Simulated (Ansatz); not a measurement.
One change: `[ZnH][O][SiH2]Br` becomes `C#CO[SiH2]Br`.

Ansatz, PBE0-D4/def2-TZVP geometries, multiplicity 1. Each molecule was computed in one conformer, which needn't be the lowest.

Scalar relativity is left out up to krypton.

| property | `[ZnH][O][SiH2]Br` |
| --- | --- |
| HOMO energy (PBE/def2-TZVPP) / eV | -6.98 |
| HOMO–LUMO gap (ωB97M-V/def2-TZVPP) / eV | 11.35 |
| ideal-gas entropy at 298 K and 1 bar (rigid rotor, harmonic PBE0-D4/def2-TZVP) / J/(mol·K) | 362 |
| size of the dipole moment (ωB97M-V/def2-TZVPP) / D | 1.43 |
| LUMO energy (PBE0/def2-TZVPP) / eV | -0.49 |
| HOMO–LUMO gap (PBE/def2-TZVPP) / eV | 5.60 |

Task: What does the change do to each property? (An estimate is asked.)

Result: Ansatz gave: 
```
                                                                                  property  `C#CO[SiH2]Br`  shift
                                                         HOMO energy (PBE/def2-TZVPP) / eV           -6.25   0.73
                                                   HOMO–LUMO gap (ωB97M-V/def2-TZVPP) / eV           11.28  -0.07
ideal-gas entropy at 298 K and 1 bar (rigid rotor, harmonic PBE0-D4/def2-TZVP) / J/(mol·K)             354     -8
                                        size of the dipole moment (ωB97M-V/def2-TZVPP) / D            1.37  -0.06
                                                        LUMO energy (PBE0/def2-TZVPP) / eV           -0.36   0.13
                                                       HOMO–LUMO gap (PBE/def2-TZVPP) / eV            5.00  -0.60
```

With PBE0 the HOMO rises by 0.74 eV and the LUMO rises by 0.13 eV, so the gap narrows by about 0.61 eV. PBE moves the HOMO by 0.73 eV and ωB97M-V by 0.67 eV. The zero-point energy changes by 32.2 kJ/mol with +3 modes. Dipoles are sizes alone; their direction can turn. Modes under 60 cm⁻¹, often nearly free rotors, make the harmonic entropy too high.

Spin–orbit coupling is left out; it splits and shifts lone-pair levels of the heavy atoms by tenths of an eV.
